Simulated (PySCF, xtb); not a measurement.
Hf(NH2)2(SH)2 (H6HfN2S2), SMILES [NH2][Hf]([NH2])([SH])[SH], multiplicity 1. Other conformers were not sampled.

Harmonic wavenumbers (cm⁻¹) from GFN2-xTB run with xtb 6.7.1 at its own minimum, in rising order: 21, 73, 74, 112, 122, 154, 160, 232, 243, 267, 272, 288, 333, 426, 444, 455, 466, 470, 497, 1519, 1524, 2420, 2423, 3333, 3335, 3358, 3360.

Task: What does PySCF with PBE0-D3(BJ)/def2-SVP give at its own minimum? (The exact figures need the calculation; the answer reports its results.)

Result: 61, 77, 92, 121, 142, 143, 150, 219, 314, 340, 345, 450, 458, 464, 488, 501, 512, 638, 648, 1498, 1499, 2711, 2711, 3564, 3566, 3658, 3658. Paired by order, the mean absolute difference is 104 cm⁻¹ and the zero-point energies are 37.7 and 41.5 kcal/mol.
